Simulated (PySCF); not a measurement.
Geometry:
| atom | x (Å) | y (Å) | z (Å) |
| --- | --- | --- | --- |
| O1 | 2.156 | 0.595 | -0.495 |
| C2 | 1.249 | -0.480 | -0.384 |
| C3 | 0.007 | -0.095 | 0.408 |
| Si4 | -0.505 | 1.663 | -0.144 |
| Si5 | -1.347 | -1.418 | 0.250 |
| H6 | 2.443 | 0.843 | 0.390 |
| H7 | 0.982 | -0.727 | -1.414 |
| H8 | 1.748 | -1.357 | 0.056 |
| H9 | 0.288 | -0.038 | 1.467 |
| H10 | 0.415 | 2.672 | 0.388 |
| H11 | -1.837 | 1.937 | 0.404 |
| H12 | -0.539 | 1.716 | -1.602 |
| H13 | -1.816 | -1.501 | -1.133 |
| H14 | -2.456 | -1.082 | 1.143 |
| H15 | -0.793 | -2.719 | 0.644 |

Level of theory: NMR shieldings at PBE0/pcSseg-1/GIAO, GFN2-xTB geometry, in PySCF (single conformer, non-relativistic, equivalent nuclei averaged, no solvent model).

δ = σ(ref) − σ, references computed at the same level: $^{13}$C (186.93 ppm) and $^{1}$H (31.72 ppm) and $^{29}$Si (349.16 ppm) against TMS; $^{17}$O (336.08 ppm) vs H2O.

```json
{"atoms": "Si4/Si5", "nucleus": "$^{29}$Si", "count": "2", "δ (ppm)": "?"}
{"atoms": "C2", "nucleus": "$^{13}$C", "count": "1", "δ (ppm)": "67.4"}
{"atoms": "H7/H8", "nucleus": "$^{1}$H", "count": "2", "δ (ppm)": "3.97"}
{"atoms": "O1", "nucleus": "$^{17}$O", "count": "1", "δ (ppm)": "72.7"}
{"atoms": "H6", "nucleus": "$^{1}$H", "count": "1", "δ (ppm)": "0.32"}
{"atoms": "H10/H11/H12/H13/H14/H15", "nucleus": "$^{1}$H", "count": "6", "δ (ppm)": "?"}
{"atoms": "H9", "nucleus": "$^{1}$H", "count": "1", "δ (ppm)": "0.65"}
{"atoms": "C3", "nucleus": "$^{13}$C", "count": "1", "δ (ppm)": "11.2"}
```

Question: Complete the table.

Answer: 
- H10/H11/H12/H13/H14/H15: 3.86 ppm, hydrogen on a silicon bonded to C
- Si4/Si5: -73.4 ppm, silicon bonded to C, 3 H

The OH or NH signal is concentration- and solvent-dependent in practice; the value given is the gas-phase one. Shifts are as computed. Against solution values, carbons near 30 ppm lie about +3 ppm off and those near 130 ppm about +5 ppm. Of 1309 compounds with measured shifts, 239 miss one by over three times the rms of a fit or turn the order of signals round; such compounds aren't used in these exercises. Experimental scales use liquid or dissolved standards, which lie at an offset from isolated H2O (liquid H2O: subtract about 36 ppm).
